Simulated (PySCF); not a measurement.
## Choosing a basis for TDDFT

CH5ClSSi.
Numbering: `[CH3:1][S:2][SiH2:3][Cl:4]` (hydrogens: H5, H6, H7 on C1; H8, H9 on Si3)

Structure used (PBE0-D3(BJ)/def2-SVP), in Å, numbered top down from 1:
```
atom  x, y, z in Å
C1    -0.7185    1.2215   -1.2509
S2     0.6906    2.0385   -2.0733
Si3    2.2487    1.1575   -0.9176
Cl4    4.0316    1.8926   -1.6444
H5    -0.6773    0.1287   -1.3662
H6    -0.7746    1.4847   -0.1847
H7    -1.6243    1.5912   -1.7493
H8     2.2483   -0.3279   -1.0499
H9     2.1288    1.5206    0.5239
```

TDDFT with PBE0 (PySCF), vertical singlets, core orbitals frozen in the response, spherical d and f functions. Isolated species at its PBE0-D3(BJ)/def2-SVP geometry (one conformer only).

Problem. How do the low singlets change with the basis? Take 6-31G*, def2-SVP, 6-31+G*, def2-SVPD, aug-cc-pVDZ, def2-TZVP and def2-TZVPD.

Solution. 

| basis | functions | diffuse | S1 (eV) | S2 (eV) | S3 (eV) | S4 (eV) | S5 (eV) | LUMO (eV) | α (au) |
| --- | --- | --- | --- | --- | --- | --- | --- | --- | --- |
| 6-31G* | 78 | no | 5.37 | 6.22 | 6.96 | 7.09 | 7.31 | -0.31 | 57.9 |
| def2-SVP | 93 | no | 5.51 | 6.54 | 7.08 | 7.20 | 7.41 | -0.08 | 58.5 |
| 6-31+G* | 94 | yes | 5.19 | 5.99 | 6.27 | 6.59 | 6.90 | -0.67 | 64.8 |
| def2-SVPD | 138 | yes | 5.26 | 6.07 | 6.44 | 6.74 | 6.98 | -0.53 | 75.0 |
| aug-cc-pVDZ | 149 | yes | 5.19 | 5.95 | 6.10 | 6.52 | 6.88 | -0.65 | 75.5 |
| def2-TZVP | 172 | no | 5.26 | 6.20 | 6.71 | 6.96 | 7.16 | -0.40 | 68.7 |
| def2-TZVPD | 217 | yes | 5.15 | 6.01 | 6.29 | 6.56 | 6.83 | -0.63 | 76.1 |

States are compared by their number. Against the largest diffuse basis here (def2-TZVPD, itself not a converged limit), sets without diffuse functions differ by up to 0.36 eV in S1 and 0.59 eV in S5; the smaller diffuse sets differ by up to 0.11 and 0.15 eV. State by state, the largest deviation of a set without diffuse functions is S1 0.36, S2 0.53, S3 0.79, S4 0.63, S5 0.59 eV. The same number needn't mean the same state in each row. Against def2-TZVPD the polarisability deviates by -24% in 6-31G*, -23% in def2-SVP, -15% in 6-31+G*, -2% in def2-SVPD, -1% in aug-cc-pVDZ, -10% in def2-TZVP. A single + in a Pople set puts diffuse functions on heavy atoms only.
